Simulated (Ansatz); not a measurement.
`[F][GaH][SH]` + CH₃OH → `C[O][GaH][SH]` + H–F at 400 K and 1 bar (ligand exchange at a Ga–F bond).

Gas-phase electronic energies from Ansatz, PBE0-D4/def2-TZVP geometries. CCSD(T)/CBS adds triple-zeta CCSD(T) − MP2 to the extrapolated MP2 energy (def2 sets, frozen cores). This one scheme is used for every species. For Ga outer-core shells are correlated without core-valence functions, which leaves a few kJ/mol of doubt a bond. Scalar relativity is left out up to krypton. Each species was taken in one conformer, which may not be the lowest.

```tsv
species	CCSD(T)/CBS energy (Eh)	H − E (kJ/mol)	S (J/(mol·K))
`[F][GaH][SH]`	-2422.78377	71.1	325.5
CH₃OH	-115.61712	151.2	252.6
`C[O][GaH][SH]`	-2437.99512	184.2	383.8
H–F	-100.39570	36.5	182.2
```

H − E and S are ideal-gas, rigid-rotor, harmonic terms from PBE0-D4/def2-TZVP, for one conformer and one mirror image of each species. 1 Eh = 2625.50 kJ/mol, R = 8.31446 J/(mol·K).

Problem. By hand: ΔE, ΔH, ΔS and ΔG.

Solution. ΔE = (-2437.99512) + (-100.39570) − (-2422.78377) − (-115.61712) = 0.01007 Eh = 26.4 kJ/mol. Δ(H − E) = 184.2 + 36.5 − 71.1 − 151.2 = -1.6, so ΔH = 24.8 kJ/mol. ΔS = 383.8 + 182.2 − 325.5 − 252.6 = -12.1 J/(mol·K). ΔG = 24.8 − 400 × (-12.1)/1000 = 29.6 kJ/mol.

Problem. By hand: the equilibrium constant, and the temperature at which ΔG would vanish if ΔH and ΔS stayed fixed.

Solution. log₁₀ K = −ΔG/(RT ln 10) = -3.9. ΔH and −TΔS have one sign here, so there is no such temperature.

The number of gas molecules stays the same, so ΔS is small and ΔH decides. A doubt of 5 kJ/mol in ΔE shifts log₁₀ K by 0.7 here. Other conformers and mirror images would add mixing entropy, several J/(mol·K) or more a flexible species. These are equilibria of isolated gas molecules and say nothing of rates. Largest T1 diagnostic: 0.014 (customary marks: 0.02 for closed shells, 0.045 for open ones).

ΔS is within the doubt of such terms, so its sign, and with it that verdict, could turn.
